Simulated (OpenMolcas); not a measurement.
# Levels of Cd by method

| Quantity | Value |
| --- | --- |
| Program | OpenMolcas |
| Basis | ANO-RCC-VTZP [7s6p4d2f1g] |
| Scalar Hamiltonian | DKH2, point nucleus |
| Active space | 2 electrons in 9 orbitals (RAS2 5s 5p; RAS3 5d, at most 2 electrons) |
| State averaging | 2S+1 = 3 even, 3 roots; 2S+1 = 1 even, 6 roots; 2S+1 = 3 odd, 3 roots; 2S+1 = 1 odd, 3 roots |
| Spin-orbit coupling | state interaction with AMFI integrals over the reference wave functions, term energies averaged over their components |

Methods on the same reference wave functions:
A. RASSCF
B. SS-RASPT2, IPEA 0.25 Eh, imaginary shift 0.1 Eh (closed shells correlated: 4d)
C. XMS-RASPT2, IPEA 0.25 Eh, imaginary shift 0.1 Eh (closed shells correlated: 4d)

Energies in cm-1 above 5s2 1S0, the measured ground level; measured values from NIST Handbook of Basic Atomic Spectroscopic Data.

```tsv
Level	A	B	C	Measured
5s2 1S0	0.0	0.0	0.0	0.0
5s 5p 3P* 0	24046	28170	29060	30114
5s 5p 3P* 1	24510	28640	29520	30656
5s 5p 3P* 2	25483	29610	30490	31827
5s 5p 1P* 1	42754	43460	44330	43692
```

Deviations, from unrounded energies. A percentage is the sum of absolute deviations over the sum of measured energies, with the sign that they share, or ± where signs differ.

```json
{"Against measurement": "mean absolute deviation (cm-1)", "Levels": "4", "A": "4900", "B": "1600", "C": "1000"}
{"Against measurement": "other configurations (%)", "Levels": "4", "A": "-14.3", "B": "-4.7", "C": "±3.1"}
```

C lies closest to measurement on these levels and A furthest from it. The largest miss of C in the table is 5s 5p 3P* 2, by -1300 cm-1. The ranking rests on the paired levels alone, and a cruder setting can come out closer through cancelling errors.

Between B and C the level of the table that moves most is 5s 5p 3P* 0, by 880 cm-1 (lowest in B, highest in C). Moves below CASPT2's spread within the term are not significant.

The lowest spin-free term lies below A's lowest term by 0.348 hartree in B, 0.354 hartree in C.

CASPT2 breaks the degeneracy within a term, and the mean is taken; among the terms shown or strongly mixed into the levels shown the widest spread is 85 cm-1 (5s 5p 1P*, C). Active for correlation alone: 5d; no level in the range computed is led by a configuration that fills it, so any true level of that kind is missing. Without dynamic correlation excited terms often stand tens of per cent too high (terms of higher spin than the ground term too low), and those without a measured partner can miss by more than the paired ones (holds for A). Computed and measured levels are paired by configuration, term and J; levels that our copy of the source lacks, or whose pairing is in doubt (as where it misses far off the trend of its configuration), stay unpaired and out of the deviations. Levels of configurations outside the active space are missing. Levels that lie high or do not pair safely by name in every column are left out.

* marks odd parity.
